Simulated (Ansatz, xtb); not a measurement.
Molecule: KI (charge +1, doublet). SMILES of the parent species: [K][I]
Geometry from a B3LYP-D3(BJ)/def2-TZVP (Ansatz, a first-principles code) optimisation:
```
I
K 1 3.6118
```
Charge +1, spin multiplicity 2.

Harmonic wavenumbers from GFN2-xTB (xtb, at its own minimum), cm⁻¹: 48.

Task: Give the harmonic wavenumbers at B3LYP-D3(BJ)/def2-TZVP (Ansatz, finite differences of forces, unscaled).

Result: 80 cm⁻¹. Zero-point energy 0.1 kcal/mol.

Task: From these and the geometry, give the ideal-gas thermochemistry at 298.15 K and 1 atm (rigid rotor, harmonic oscillator).

Result: Point group C∞v, rotational symmetry number 1. Rotational constants 1.296, 1.296 GHz. S(trans) 41.23, S(rot) 18.83, S(vib) 3.89, S(elec, spin only) 1.38, S 65.3 cal/(mol K). H(298) - H(0) 2.56 kcal/mol; G - E(el) -16.8 kcal/mol.
